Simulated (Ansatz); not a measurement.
Mo₂S₂⁺, relaxed as a doublet with UKS PBE0-D4/def2-SVP in Ansatz, starting from the GFN1-xTB geometry. Force threshold 0.02 eV/Å.

In the def2 sets Mo takes a core potential; there is no spin–orbit coupling. The charge 1 doublet is spin-contaminated (final ⟨S²⟩ up to 2.75, 0.75 for a pure state). The structure comes from a short search, and lower isomers may exist.

Start:

Cartesian coordinates in Å:
```
Mo -0.884 -0.174 -0.826
Mo 0.886 0.176 0.823
S 0.879 -1.719 -0.578
S -0.882 1.717 0.581
```

| step | energy (eV) | largest force component (eV/Å) | SCF passes |
| --- | --- | --- | --- |
| 1 | -25360.8586 | 1.774 | 100 |
| 2 | -25361.1010 | 0.611 | 58 |
| 3 | -25361.1194 | 0.207 | 55 |
| 4 | -25361.1231 | 0.016 | 54 |

Force components are those of the run's own axes.

End:

```xyz
4

Mo   -0.960   -0.190   -0.895
Mo    0.877    0.173    0.818
S     0.874   -1.616   -0.510
S    -0.791    1.633    0.587
```

By distances, no bond broke or formed. The bond that changes most is Mo2–S4, from 2.36 to 2.23 Å (atoms count from 1). The end is the same structure that another start reached, the lowest one found.

No frequencies were taken in this run, so the end may be a saddle point.

Run time 18 s (4 threads of Arm Neoverse V2 on a shared host).
